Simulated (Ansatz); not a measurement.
C$_{2}$BrF$_{2}$I, SMILES `F/C(Br)=C(\F)I`, relaxed with RKS PBE-D4/def2-SVP in the Gaussian-basis code of Ansatz from a rough embedded geometry. The force threshold is 0.03 eV/Å; the program also tests the step.

Total charge 0; spin multiplicity 1. I: def2 effective core potential.

Start:

```xyz
6

F    -0.857    1.005    1.328
C    -0.318    0.599    0.144
Br   -0.607    1.744   -1.342
C     0.272   -0.590    0.105
F     0.333   -1.287    1.274
I     1.176   -1.471   -1.509
```

(1) By how much does the energy fall, and how many steps does the optimiser take? (An estimate is asked.)

(2) Which bonds change most? (An estimate is asked.)

(3) Give the relaxed structure. (An estimate is asked.)

Results:

(1) Computed: 8.42 kJ/mol, in 4 steps.

(2) Computed: C4–I6 from 2.049 to 2.095 Å; F1–C2 from 1.363 to 1.334 Å; C2–C4 from 1.328 to 1.356 Å; C4–F5 from 1.362 to 1.335 Å.

(3) Ansatz gave: 
```xyz
6

F    -0.884    1.049    1.298
C    -0.357    0.600    0.158
Br   -0.582    1.735   -1.317
C     0.281   -0.597    0.137
F     0.369   -1.306    1.264
I     1.174   -1.481   -1.540
```
